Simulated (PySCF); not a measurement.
Breaking a bond: GaH, singlet.

Calculation: CCSD(T) on UHF/cc-pVDZ, 9 core orbitals frozen (PySCF 2.14.0).

Problem. Relative to R = 1.68 Å, what are the energies at R = 2.29, 2.53, 3.00, 3.36 Å?

Solution. 20.1 kcal/mol at 2.29 Å, 30.6 kcal/mol at 2.53 Å, 47.9 kcal/mol at 3.00 Å, 56.9 kcal/mol at 3.36 Å.

The unrestricted determinant behind UCCSD(T) is spin-contaminated at 1.26 to 1.43, 2.53 to 6.69 Å (<S²> up to 1.0, against 0.00 for a pure singlet).
